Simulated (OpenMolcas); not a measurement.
Ionisation energies of silicon

| Quantity | Value |
| --- | --- |
| Program | OpenMolcas |
| Basis | ANO-RCC-VDZP [4s3p1d] |
| Scalar Hamiltonian | DKH2, point nucleus |
| Spin-orbit coupling | RASSI with atomic mean-field integrals over the reference wave functions, term energies averaged over their components |

Active shells in each charge state: the valence s, p shells, with orbitals averaged over the low states. Where CASPT2's correlated closed shells are named, they are those of the first ion.

A. CASSCF
B. SS-CASPT2, IPEA 0.25 Eh, imaginary shift 0.1 Eh (closed shells correlated: 2s 2p)
C. SS-CASPT2, IPEA 0 Eh, imaginary shift 0.1 Eh (closed shells correlated: 2s 2p)

Energies in eV between the lowest computed levels (charge -1 gives the electron affinity), named as in B; reference values from the NIST Atomic Spectra Database with their kind.

| From | To | A | B | C | Spin-orbit share in B | Reference |
| --- | --- | --- | --- | --- | --- | --- |
| Si- 3s² 3p³ ⁴S°_3/2 | Si 3s² 3p² ³P₀ | 0.388 | 0.842 | 0.929 | -0.016 |  |
| Si 3s² 3p² ³P₀ | Si+ 3s² 3p ²P°_1/2 | 7.279 | 7.791 | 7.909 | -0.005 | 8.152 (measured) |
| Si+ 3s² 3p ²P°_1/2 | Si2+ 3s² ¹S₀ | 15.252 | 15.856 | 15.989 | +0.021 | 16.346 (measured) |
| Si2+ 3s² ¹S₀ | Si3+ 3s ²S_1/2 | 33.248 | 33.282 | 33.283 | +0.000 | 33.493 (measured) |
| Si3+ 3s ²S_1/2 | Si4+ 2p⁶ ¹S₀ | 44.628 | 44.642 | 44.643 | +0.000 | 45.142 (measured) |

Error against the reference values, in %:

```json
{"From": "Si", "Reference": "measured", "A": "-10.7", "B": "-4.4", "C": "-3.0"}
{"From": "Si+", "Reference": "measured", "A": "-6.7", "B": "-3.0", "C": "-2.2"}
{"From": "Si2+", "Reference": "measured", "A": "-0.7", "B": "-0.6", "C": "-0.6"}
{"From": "Si3+", "Reference": "measured", "A": "-1.1", "B": "-1.1", "C": "-1.1"}
```

Mean absolute error over the 4 measured values: A 0.68 eV, B 0.39 eV, C 0.33 eV. C lies closest.

No diffuse functions were added, so the electron affinity comes out too small, and without dynamic correlation a bound anion can come out unbound.

° marks odd parity.
